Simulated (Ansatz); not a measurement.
Several settings on one geometry of C₉H₁₅NO (relaxed from a model of N-butylpyridinium hydroxide, whose bonding it doesn't keep) (that of the charge 0 singlet, PBE-D4/def2-SVP). Ansatz on 4 threads of Arm Neoverse V1 on a shared host; times are rough.

```xyz
26

C    -3.829    0.940    0.813
C    -2.898   -0.112    0.208
C    -1.414    0.235    0.355
C    -0.489   -0.830   -0.245
N     0.926   -0.491   -0.143
C     1.493    0.304   -1.234
C     2.787    0.931   -0.810
C     3.536    0.396    0.201
C     3.021   -0.667    1.022
C     1.714   -1.045    0.831
H    -3.639    1.070    1.898
H    -4.896    0.662    0.691
H    -3.684    1.930    0.332
H    -3.092   -1.100    0.684
H    -3.136   -0.249   -0.870
H    -1.156    0.370    1.428
H    -1.210    1.214   -0.133
H    -0.656   -1.802    0.265
H    -0.728   -0.999   -1.317
H     0.738    1.067   -1.526
H     3.150    1.774   -1.417
H     4.533    0.812    0.421
H     3.621   -1.130    1.815
H     1.220   -1.799    1.464
O     1.639   -0.475   -2.431
H     2.450   -1.006   -2.301
```

Totals from different functionals, basis sets or treatments of relativity can't be compared as stabilities.

The 6-31G sets use Cartesian d functions.

The spins typed aren't always the lowest for that charge.

Task: Give the basis size and estimate the energy, ⟨S²⟩, dipole and time of these runs.

```json
{"run": "1", "method": "UKS PBE0-D3(BJ)-ATM/6-31++G**", "charge": "1", "state": "doublet", "further keys": "point_charges: [{charge: 1.00, position_ang: [8.620, 0.742, -0.391]}]; pseudopotentials: {relativity: none}; scf: {omitted_lower_state_checks: [starts]}"}
{"run": "2", "method": "RKS PBE0-D3(BJ)/aug-cc-pVDZ", "charge": "0", "state": "singlet", "further keys": "pseudopotentials: {relativity: none}; scf: {omitted_lower_state_checks: [starts]}; forces asked"}
{"run": "3", "method": "UKS PBE0-D3(BJ)-ATM/def2-mTZVP", "charge": "0", "state": "singlet", "further keys": "scf: {omitted_lower_state_checks: [starts]}; forces asked"}
```

Result: 
```json
{"run": "1", "functions": "299", "energy (Eh)": "-481.0894", "⟨S²⟩": "0.79", "dipole (D)": "–", "wall time": "28 s"}
{"run": "2", "functions": "388", "energy (Eh)": "-481.4536", "⟨S²⟩": "–", "dipole (D)": "1.74", "wall time": "28 s"}
{"run": "3", "functions": "259", "energy (Eh)": "-481.5232", "⟨S²⟩": "0.00", "dipole (D)": "1.71", "wall time": "18 s"}
```
